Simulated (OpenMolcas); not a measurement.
V2+ (d3) in a complex was computed by CASSCF with the d shell active (OpenMolcas, ANO-RCC-VTZP on the metal). Its lowest spin-free states, and all those of the highest spin:

```
2S+1  Degeneracy  E (cm-1)
   4           3       0.0
   4           3      2058
   4           1      4484
   2           2     13471
   2           3     14724
   2           3     14742
   4           3     15172
   2           1     15540
   2           3     18773
   2           3     19532
   2           3     19618
   2           2     20218
```

Problem. Is the site octahedral, tetrahedral or cube-like, axial, or of lower symmetry?

Solution. The states with 2S+1 = 4 have orbital degeneracies 3, 3, 1, 3. Threefold states need a cubic site. For d3 at this spin an octahedron puts the single A2 below the threefold T2 and a tetrahedron or cube puts the threefold T1 below the threefold T2, so the site is a tetrahedron or a cube, which this pattern cannot tell apart. The run had V2+ with 4 ligands (bromide) in tetrahedral coordination (Td) at 2.57 Å. A charge of +0.5 e stands 2.8 Å behind each ligand. Ligand basis ANO-RCC-VDZP.

An orbital triplet at a regular site is open to Jahn-Teller coupling, which can distort the site and quench the lowest spin-orbit gaps and is left out. Without dynamic correlation the repulsion within the d shell is too large (B by tens of per cent), so at a given field states of lower spin stand too high. Ligand-to-metal charge-transfer states are missing. With no ligand orbital active B as a rule stays too high, so bands that hang on it stand too high and its fall with covalency is understated. With metal d orbitals alone and no dynamic correlation the field as a rule comes out too small, by tens of per cent, by up to half for chloride and softer ligands. No measured value stands beside these numbers; the geometry was imposed, not optimised, and the real ion may take another.
